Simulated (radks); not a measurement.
Initial-state core-level shifts of the tungsten ion W3+ when its valence configuration changes from [Xe] 4f14 5d3. Method: Dirac Kohn-Sham, PBE, spin-unpolarised, spherical densities, finite nucleus; open shells fill j = l - 1/2 first; Fermi nuclear charge, rms radius 5.3658 fm; computed with a radial shooting solver on a logarithmic mesh with Libxc functionals. Shifts are changes of the shell-averaged eigenvalues in eV (positive: less bound); the change of the density at the nucleus, which sets a Mossbauer isomer shift, is in e/bohr^3, on a base of 1.424e+06.

4f14 5d2.5 6p0.5: 2s -2.445; 2p -2.442; 3s -2.405; 4d -2.404; density at nucleus +10.1
4f13 5d3 6s1: 2s -14.699; 2p -14.563; 3s -16.072; 4d -14.236; density at nucleus +240.5
4f14 5d2 6p1: 2s -4.940; 2p -4.935; 3s -4.855; 4d -4.851; density at nucleus +21.0
4f14 5d2 6s1: 2s -3.841; 2p -3.839; 3s -3.752; 4d -3.746; density at nucleus +150.5
4f14 5d1 6s2: 2s -7.883; 2p -7.880; 3s -7.684; 4d -7.663; density at nucleus +318.0
4f13 5d3 6p1: 2s -15.782; 2p -15.643; 3s -17.162; 4d -15.326; density at nucleus +104.9
4f13 5d4: 2s -10.684; 2p -10.550; 3s -12.148; 4d -10.336; density at nucleus +82.9
4f14 5d2.5 6s0.5: 2s -1.893; 2p -1.892; 3s -1.851; 4d -1.849; density at nucleus +73.1
4f12 5d3 6s2: 2s -30.548; 2p -30.260; 3s -33.421; 4d -29.316; density at nucleus +519.5
